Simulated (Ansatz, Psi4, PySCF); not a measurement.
C₅H₉O (SMILES C[CH]CC(C)=O), doublet, at a GFN2-xTB geometry. Base run: CCSD(T)/STO-3G in PySCF.

Here is a job for PySCF.
```python
from pyscf import gto, scf, cc

mol = gto.Mole()
mol.atom = '''
    C     2.01685383    0.80289467   -0.48140274
    C     1.33415159   -0.30002265    0.22624077
    C     0.18048958   -0.09743068    1.11550787
    C    -0.93942580   -0.33502409    0.09699403
    C    -1.41905845    0.90917696   -0.60521402
    O    -1.35994096   -1.44168771   -0.14671316
    H     3.09936272    0.66919323   -0.42202659
    H     1.77128539    0.81785147   -1.54982399
    H     1.76309763    1.77067124   -0.05271276
    H     1.58722937   -1.31094778   -0.04541413
    H     0.13513096    0.90710448    1.53212895
    H     0.12280901   -0.85337034    1.89873004
    H    -2.05478452    0.63868661   -1.44469551
    H    -0.58436427    1.51025346   -0.95343809
    H    -1.99830289    1.50649421    0.09820203
'''
mol.basis = 'sto-3g'
mol.spin = 1
mol.verbose = 4
mol.build()

mf = scf.UHF(mol)
mf.kernel()

mycc = cc.CCSD(mf)
mycc.kernel()
et = mycc.ccsd_t()
print('E(CCSD(T)) = %.10f' % (mycc.e_tot + et))
```

The same geometry, method and basis name were run in Ansatz (an electronic-structure program) and Psi4 and PySCF, at each program's defaults and at the settings that a row names. The base is PySCF at its defaults. Differences at the defaults can come from grids, fitting, cores and function types together.

| code and settings | ΔE vs base (µEh) | basis functions | E (Eh) | SCF cycles | outcome |
|---|---|---|---|---|---|
| PySCF, defaults (exact integrals, spherical functions, all electrons correlated) | 0.0 | 39 | -266.43218 | 18 | converged |
| Psi4, defaults (exact integrals, spherical functions, all electrons correlated) | 0.0 | 39 | -266.43218 | 21 | converged |
| Ansatz, defaults (factorised integrals, spherical functions, frozen core) | 2327 | 39 | -266.42985 | - | another SCF solution |
| PySCF, frozen core | 2167 | 39 | -266.43001 | 18 | converged |
| Psi4, exact integrals, spherical functions, frozen core | 2167 | 39 | -266.43001 | 21 | converged |
| Ansatz, high accuracy, frozen core | 2297 | 39 | -266.42988 | - | another SCF solution |

A guess, shift, damping, solver or small numerical setting can't move a converged solution much, so rows marked as another SCF solution ended in a different state.

Open shells are given as the SCF converged; they aren't shown to be the lowest states, and a large step between rows can be another state.
